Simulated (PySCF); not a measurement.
## From computed data to an observable: oscillator strength and radiative lifetime

(E)-1,1-difluorobut-2-ene (C4H6F2), SMILES C/C=C/C(F)F.

Coordinates come from a B3LYP-D3(BJ)/def2-SVP optimisation. Other conformers were not sampled.

TDDFT-PBE/def2-SVPD (PySCF 2.14.0) puts the first singlet state with f over 0.02 at 6.70 eV (vertical), with the transition dipole (0.679, -0.269, -0.101) in atomic units.

Task: Find the oscillator strength, the wavelength and the radiative lifetime that this transition would have in vacuum if emission retraced absorption.

Result: 
|μ|² = 0.5436 au, so |μ| = 1.87 D. ΔE = 6.70/27.211 = 0.2462 hartree. f = (2/3) ΔE |μ|² = 0.089 (the program prints 0.089).
λ = 1239.84/6.70 = 185 nm; ν = 54039 cm⁻¹.
Einstein's coefficient A = 0.6670 ν² f s⁻¹ (ν in cm⁻¹) = 1.7e8 s⁻¹, so τ = 1/A = 5.8 ns. This state is S1. The figure is the radiative limit of this one transition; relaxation, internal conversion, crossing to triplets and a medium change what is measured.
